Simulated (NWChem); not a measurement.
System: SiICl, singlet; SMILES Cl[Si]I

Low-valent species are run as closed-shell singlets; no triplet was tried in these runs. def2 effective core potentials on I; no spin-orbit coupling.

Problem. Give the equilibrium geometry at PBE0/def2-SVP with def2 effective core potentials on I (NWChem) as an XYZ file, with the point group.

Solution. point group Cs; any orientation.
```
3

Si     1.0480    -1.1219     0.0000
Cl    -0.5563    -2.4607     0.0000
I     -0.0991     1.0900     0.0000
```
